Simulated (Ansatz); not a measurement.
Species: CHO2, SMILES `O=[C]O` (O–C–O–H torsion 0°) (charge 0, multiplicity 2), formula CHO2.

Question: How many basis functions does frozen-core CCSD(T)/cc-pVTZ // B3LYP-D3(BJ)/def2-TZVP run with Ansatz (an electronic-structure program) use, how many core orbitals are frozen, and how many electrons are correlated?

Answer: 104 basis functions and 3 frozen orbitals, which leaves 17 correlated electrons. Core time is of the order of seconds.
